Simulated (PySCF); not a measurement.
**Working out the ionisation energy of Ta⁺**

Ta⁺ [Xe] 4f14 5d3 6s1 (5F) → Ta²⁺ [Xe] 4f14 5d3 (4F). Calculation: PySCF 2.14, in aug-cc-pVDZ-PP with ECP60MDF; scalar relativity through the core potential. Frozen: 5s2 5p6. Energies in hartree (1 hartree = 27.21139 eV):

```json
{"part": "UHF", "Ta⁺ (lower)": "-56.528667", "Ta²⁺ (upper)": "-56.007721"}
{"part": "MP2 opposite-spin", "Ta⁺ (lower)": "0.000000", "Ta²⁺ (upper)": "0.000000"}
{"part": "MP2 same-spin", "Ta⁺ (lower)": "-0.021184", "Ta²⁺ (upper)": "-0.009618"}
```

Q: What does Hartree-Fock give?

A: (-56.007721) − (-56.528667) = 0.520946 hartree = 14.176 eV.

Q: What do MP2 and SCS-MP2 (6/5 opposite-spin, 1/3 same-spin) give?

A: The opposite-spin parts differ by 0.000 eV and the same-spin parts by 0.315 eV. MP2: 14.176 + (0.000) + (0.315) = 14.491 eV. SCS-MP2: 14.176 + 1.2 × (0.000) + (0.315)/3 = 14.281 eV.

Reference: 16.2 ± 0.5 eV (semi-empirical (NIST evaluation); NIST Atomic Spectra Database, ionization energies), between the lowest levels; spin-orbit coupling is absent from the calculation.

A double-zeta basis recovers only part of the correlation energy.

What remains against the reference includes basis incompleteness, the frozen core and correlation beyond second order.
